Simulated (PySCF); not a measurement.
# One molecule, several mistakes: AlClGeH2N cation

These are calculations, not measurements. The program is PySCF 2.14.0, an open-source quantum chemistry code, run on an isolated molecule that a program drew, which may never have been made. The molecule is AlClGeH2N cation (charge +1, singlet), drawn as the SMILES string `[Cl][Al]=[N][GeH2+]`.

Each row is a Hartree-Fock (HF) and frozen-core CCSD(T) single point in the cc-pV(D+d)Z basis, meant for a local HF minimum. Run 1 is clean. Each other run has one planted mistake out of seven kinds, and not every kind appears here: one electron removed, one electron added, multiplicity raised by two, geometry at a saddle point, minimal basis STO-3G, one bond length entered in bohr, all coordinates scaled. The reference is restricted for singlets and unrestricted otherwise, and also for a bond in bohr. Adding or removing an electron swaps singlet and doublet. Electrons count all cores. HOMO and LUMO are orbital energies over both spins, the gradient is its largest component, and the lowest frequency (negative if imaginary) is given only where the gradient is small. Bond lengths are over the 5 bonds as drawn. T1 is the CCSD diagnostic: over 0.02 (restricted) or 0.045 (unrestricted) a single reference is doubtful. Germanium has the cc-pVDZ-PP basis, with a core potential (ECP10MDF) in place of its 10 inner electrons, and its 3s, 3p and 3d shells are frozen in CCSD(T).

Geometry of the clean run:
```xyz
6
AlClGeH2N cation, angstrom
Cl    1.4529    1.4382   -2.3308
Al    0.8754   -0.2592   -1.3938
N     0.4049   -1.6416   -0.6304
Ge   -0.0774   -3.0604    0.1524
H    -1.1046   -3.0211    1.2626
H     0.5081   -4.3991   -0.2407
```

```
run  electrons  basis functions  <S^2>  HOMO (eV)  LUMO (eV)  gradient (hartree/bohr)  lowest frequency (cm^-1)  mean bond (Å)  longest bond (Å)      T1  HF (hartree)  CCSD(T) (hartree)                     mistake
  1         70               93  0.000     -15.47      -3.88                  3.1e-05                        67         1.6775             2.023  0.0179   -1050.22337        -1050.69657                    no fault
  2         70               93  2.018     -10.82      -5.95                  1.1e-01                         -         1.6775             2.023  0.0290   -1050.11607        -1050.55861  multiplicity raised by two
  3         70               93  0.000     -16.09      -3.56                  9.2e-02                         -         1.5383             1.855  0.0141   -1050.15330        -1050.61114      all coordinates scaled
  4         69               93  0.761     -22.20     -11.27                  8.7e-02                         -         1.6775             2.023  0.0240   -1049.74494        -1050.17049        one electron removed
  5         70               93  1.363     -12.59      -6.18                  4.8e-02                         -         1.9707             3.114  0.0473   -1050.10640        -1050.55024                           ?
```

**Which mistake was planted in run 5, and what did it cost?**

The mean bond changes by a factor of 1.175 and the longest by 1.539, so the molecule wasn't scaled as a whole. A length L in bohr read as angstrom grows by (1/0.5292 - 1) L = 0.890 L. The 5 bonds together grew by 5 x 0.2932 = 1.466 Å, which gives L = 1.648 Å. That is bond Al2-N3, 1.648 Å in the clean geometry. So the mistake is: one bond length entered in bohr. Subtracting run 1 and multiplying by 627.51 kcal/mol a hartree, the energy moved by 73.4 kcal/mol in HF and 91.8 kcal/mol in CCSD(T).

Cautions from the logs. Run 5: T1 is over the limit, so its CCSD(T) energy is less reliable.
